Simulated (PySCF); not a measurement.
**Optical rotation: `C#C[C@@H]1[CH2][GeH2][C@@H]1Br`, C5H7BrGe**

Molfile (atoms numbered from 1):
```
C5H7BrGe
     RDKit          3D

 14 14  0  0  0  0  0  0  0  0999 V2000
    2.2340    1.5294   -1.1345 C   0  0  0  0  0  0  0  0  0  0  0  0
    1.5504    0.7161   -0.5831 C   0  0  0  0  0  0  0  0  0  0  0  0
    0.6576   -0.2073    0.0733 C   0  0  2  0  0  0  0  0  0  0  0  0
   -0.3756   -0.8810   -0.8603 C   0  0  0  0  0  0  0  0  0  0  0  0
   -1.6754   -0.9318    0.6487 Ge  0  0  0  0  0  4  0  0  0  0  0  0
   -0.2674    0.4037    1.1425 C   0  0  2  0  0  0  0  0  0  0  0  0
   -0.9589    2.1502    0.5918 Br  0  0  0  0  0  0  0  0  0  0  0  0
    2.8508    2.2297   -1.6128 H   0  0  0  0  0  0  0  0  0  0  0  0
    1.2509   -0.9826    0.5763 H   0  0  0  0  0  0  0  0  0  0  0  0
   -0.0200   -1.7986   -1.3234 H   0  0  0  0  0  0  0  0  0  0  0  0
   -0.6885   -0.1948   -1.6477 H   0  0  0  0  0  0  0  0  0  0  0  0
   -3.0726   -0.3905    0.5139 H   0  0  0  0  0  0  0  0  0  0  0  0
   -1.6776   -2.1979    1.4766 H   0  0  0  0  0  0  0  0  0  0  0  0
    0.1918    0.5550    2.1165 H   0  0  0  0  0  0  0  0  0  0  0  0
  1  2  3  0
  2  3  1  0
  3  4  1  0
  4  5  1  0
  5  6  1  0
  6  7  1  0
  6  3  1  0
  1  8  1  0
  3  9  1  1
  4 10  1  0
  4 11  1  0
  5 12  1  0
  5 13  1  0
  6 14  1  1
M  END
```

Computed with TDDFT PBE0/aug-cc-pVDZ circular dichroism and optical rotation, one conformer, gas phase in PySCF 2.14.0. Geometry: GFN2-xTB.

The calculation is non-relativistic, which matters for the atoms heavier than Zn. Singlets 10 and 11 lie within 0.01 eV of each other, so their separate moments and overlaps can depend on how they mix.

Stereocentres: C3 R, C6 R.

(1) Give the optical rotatory dispersion at 633, 589.3, 546, 436, 405, 365, 355 nm.

(2) And for the mirror image at 589.3 nm?

(3) What is the molar rotation [Φ] = [α]·M/100 of the geometry above at 589.3 nm?

## Answers

(1) [α] in deg dm⁻¹ (g/mL)⁻¹:
```tsv
λ (nm)	origin-invariant length gauge	modified velocity gauge	length gauge (centre of mass)	isotropic polarisability (au)
633	+94.9	+92.2	+95.5	111.2
589.3	+112.1	+108.9	+112.9	111.7
546	+134.6	+130.8	+135.4	112.4
436	+238.9	+232.7	+240.4	115.4
405	+293.1	+285.7	+294.9	116.8
365	+398.8	+389.2	+401.0	119.3
355	+435.1	+424.7	+437.4	120.1
```

(2) -112.1 deg dm⁻¹ (g/mL)⁻¹ (origin-invariant length gauge): the same size and the opposite sign.

(3) With M = 219.65 g/mol, +246.2 deg cm² dmol⁻¹ (origin-invariant length gauge).

The first excitation lies at 5.42 eV (229 nm) with R = +2.4 × 10⁻⁴⁰ esu² cm² (velocity form).
